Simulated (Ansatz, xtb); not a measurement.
# C4H7BN2: which of two isomers lies lower

Structure I: `Bn1ccc(N)c1`, a singlet. Structure II: `Bc1c[nH]cc1N`, a singlet. Both are isolated molecules in the gas phase, relaxed with r2SCAN-D4/def2-SVP; the shapes shown needn't be the lowest conformers.

I (Å):

```xyz
14

C     0.9695   -0.2802   -0.1480
C     0.0520   -1.2661    0.0838
C    -1.2507   -0.6390    0.1527
C    -1.0590    0.7111   -0.0421
B     0.9406    2.1967   -0.4716
N     0.3121    0.9482   -0.2350
N    -2.4440   -1.3273    0.3092
H     2.1381    2.2120   -0.6075
H     0.2550    3.1864   -0.5255
H     2.0506   -0.3255   -0.2642
H     0.2580   -2.3313    0.1889
H    -3.2276   -0.7548    0.6047
H    -2.3718   -2.1677    0.8733
H    -1.7675    1.5358   -0.0745
```

II (Å):

```xyz
14

C    -0.1172    0.6766   -0.3641
C     0.6609   -0.2030   -1.1452
C    -0.3843   -1.4765    0.3925
C    -0.7751   -0.1677    0.6221
B    -0.2375    2.1649   -0.5710
N     0.4914   -1.4578   -0.6917
N    -1.5870    0.3008    1.6367
H     0.3898    2.7143   -1.4499
H    -0.9679    2.8433    0.1234
H     1.3070    0.0179   -1.9940
H     0.9324   -2.2830   -1.0792
H    -0.6306   -2.4056    0.9019
H    -2.2818   -0.3509    1.9826
H    -1.9737    1.2221    1.4602
```

Quicker runs give these differences E(II) − E(I): GFN2-xTB +95.3 kJ/mol; HF/STO-3G +108.4 kJ/mol (at GFN2-xTB geometries); r2SCAN-D4/def2-SVP//GFN2-xTB +59.4 kJ/mol.

Problem. Estimate E(II) − E(I) at the level CCSD(T)/def2-SVP + ΔMP2/def2-TZVPP.

Solution. Calculated at CCSD(T)/def2-SVP + ΔMP2/def2-TZVPP: E(II) − E(I) = +71.8 kJ/mol, so structure I lies lower.

Level by level:

```tsv
level	geometry	E(II) − E(I) (kJ/mol)	departure from the last row (kJ/mol)	job, with rough time for the two
GFN2-xTB	GFN2-xTB	+95.3	+23.5	optimisation, 0.16 s
HF/STO-3G	GFN2-xTB	+108.4	+36.5	single point, 0.48 s
r2SCAN-D4/def2-SVP//GFN2-xTB	GFN2-xTB	+59.4	−12.4	single point, 6.9 s
r2SCAN-D4/def2-SVP	r2SCAN-D4/def2-SVP	+59.7	−12.1	optimisation, 57 s
HF/def2-SVP	r2SCAN-D4/def2-SVP	+72.9	+1.1	part of the CCSD(T) run
MP2/def2-SVP	r2SCAN-D4/def2-SVP	+68.8	−3.0	part of the CCSD(T) run
CCSD(T)/def2-SVP	r2SCAN-D4/def2-SVP	+72.7	+0.9	single point
CCSD(T)/def2-SVP + ΔMP2/def2-TZVPP	r2SCAN-D4/def2-SVP	+71.8		single point, 2 min
```

As drawn, II has 1 C–B, 1 N–H in place of 1 B–N, 1 C–H.

The levels shown agree on the order. The largest departure from CCSD(T)/def2-SVP + ΔMP2/def2-TZVPP is that of HF/STO-3G, 36.5 kJ/mol. The last row adds to CCSD(T) the change of the MP2 difference between the two basis sets, here −0.9 kJ/mol.

With thermal terms from frequencies at re-optimised GFN2-xTB minima (ideal gas, soft modes damped towards free rotors, one conformer each, 298.15 K, 1 atm): the zero-point term adds −2.0 kJ/mol; ΔH is +70.5 and ΔG +69.3 kJ/mol.

The correlated steps freeze 7 core orbitals. Programs: Ansatz 0.2.0, xtb 6.7.1; the last row on 2 threads of Arm Neoverse V2 on a shared host.
